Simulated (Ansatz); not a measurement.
# Counterpoise correction, worked out

The pair of Ag⁺ (SMILES [Ag+], atom 1) and H$_{2}$O (SMILES O, atoms 2–4), both closed shells, in one local arrangement (a lower one may exist), relaxed at PBE0-D4/def2-TZVP:

```
4
angstrom
Ag -0.0670 -0.0238 -1.9428
O 0.0090 0.0031 0.2687
H -0.5383 0.5416 0.8501
H 0.5962 -0.5209 0.8240
```

Computed with Ansatz 0.2.0 (basis: def2-TZVPPD); correlated methods freeze the cores. Filled d shells of the heavier atoms are correlated. Core potentials replace the inner electrons of the atoms past krypton.

MP2 total energies in eV:

| system | geometry | basis functions | energy |
| --- | --- | --- | --- |
| pair | pair | all | -6064.66306 |
| Ag⁺ | as in the pair | all (partner as ghosts) | -3986.45170 |
| H$_{2}$O | as in the pair | all (partner as ghosts) | -2076.97136 |
| Ag⁺ | as in the pair | its own | -3986.39973 |
| H$_{2}$O | as in the pair | its own | -2076.96097 |
| Ag⁺ | free (PBE0-D4 minimum) | its own | -3986.39973 |
| H$_{2}$O | free (PBE0-D4 minimum) | its own | -2076.96972 |

**Question.** Work out the interaction energy with and without the counterpoise correction, the superposition error, and the binding energy from the relaxed fragments.

**Answer.** Without correction: -6064.66306 − (-3986.39973) − (-2076.96097) = -1.30236 eV.
With correction (each fragment in the whole basis): -6064.66306 − (-3986.45170) − (-2076.97136) = -1.24000 eV = -28.60 kcal/mol.
The superposition error is the difference, 0.06236 eV, 5 % of the uncorrected value: each fragment borrows its partner's functions.
Deformation from the free shapes: 0.00000 eV for Ag⁺ and 0.00875 eV for H$_{2}$O.
Binding energy from relaxed fragments: -1.24000 + 0.00000 + 0.00875 = -1.23125 eV = -28.39 kcal/mol (electronic, without zero-point energy; negative means bound). For comparison, the corrected interaction energy by CCSD(T) at an estimated basis limit (MP2 extrapolated from triple and quadruple zeta, plus CCSD(T) − MP2 in triple zeta) is -1.322 eV.

T1 diagnostic: at most 0.012.

For scale, one of the runs: CCSD(T)/def2-TZVPPD, 130 basis functions, launched by `ansatz run in.yaml --threads 2 --pin off --events-out ev --progress --plain --max-ram 5222MiB`. Hardware: 2 CPU threads of an Arm Neoverse V1, shared host. Wall time about 8.5 s.
